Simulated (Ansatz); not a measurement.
`B[AsH2]` + `S[S][GeH3]` → `[GeH3][S]S[AsH2]` + BH₃ at 600 K and 1 bar (cleavage of the As–B bond).

Calculated with Ansatz (gas phase, PBE0-D4/def2-TZVP geometries, no zero-point term in ΔE). CCSD(T)/CBS adds triple-zeta CCSD(T) − MP2 to the extrapolated MP2 energy (def2 sets, frozen cores). This one scheme is used for every species. For As, Ge outer-core shells are correlated without core-valence functions, which leaves a few kJ/mol of doubt a bond. Scalar relativity is left out up to krypton. One conformer a species, not always the lowest.

```json
{"species": "`B[AsH2]`", "CCSD(T)/CBS energy (Eh)": "-2262.17165", "H − E (kJ/mol)": "129.7", "S (J/(mol·K))": "320.6"}
{"species": "`S[S][GeH3]`", "CCSD(T)/CBS energy (Eh)": "-2874.07545", "H − E (kJ/mol)": "139.4", "S (J/(mol·K))": "399.2"}
{"species": "`[GeH3][S]S[AsH2]`", "CCSD(T)/CBS energy (Eh)": "-5109.69255", "H − E (kJ/mol)": "177.8", "S (J/(mol·K))": "491.2"}
{"species": "BH₃", "CCSD(T)/CBS energy (Eh)": "-26.55200", "H − E (kJ/mol)": "91.5", "S (J/(mol·K))": "217.3"}
```

H − E and S are ideal-gas, rigid-rotor, harmonic terms from PBE0-D4/def2-TZVP, for one conformer and one mirror image of each species. 1 Eh = 2625.50 kJ/mol, R = 8.31446 J/(mol·K).

By hand: ΔE, ΔH, ΔS and ΔG.

ΔE = (-5109.69255) + (-26.55200) − (-2262.17165) − (-2874.07545) = 0.00255 Eh = 6.7 kJ/mol. Δ(H − E) = 177.8 + 91.5 − 129.7 − 139.4 = 0.2, so ΔH = 6.9 kJ/mol. ΔS = 491.2 + 217.3 − 320.6 − 399.2 = -11.3 J/(mol·K). ΔG = 6.9 − 600 × (-11.3)/1000 = 13.7 kJ/mol.

By hand: the equilibrium constant, and the temperature at which ΔG would vanish if ΔH and ΔS stayed fixed.

log₁₀ K = −ΔG/(RT ln 10) = -1.2. ΔH and −TΔS have one sign here, so there is no such temperature.

TΔS isn't small against ΔH here. A doubt of 5 kJ/mol in ΔE shifts log₁₀ K by 0.4 here. Other conformers and mirror images would add mixing entropy, several J/(mol·K) or more a flexible species. Modes under 60 cm⁻¹, often nearly free rotors, make the harmonic entropy too high. These are equilibria of isolated gas molecules and say nothing of rates. Largest T1 diagnostic: 0.014 (customary marks: 0.02 for closed shells, 0.045 for open ones).

ΔS is within the doubt of such terms, so its sign, and with it that verdict, could turn.
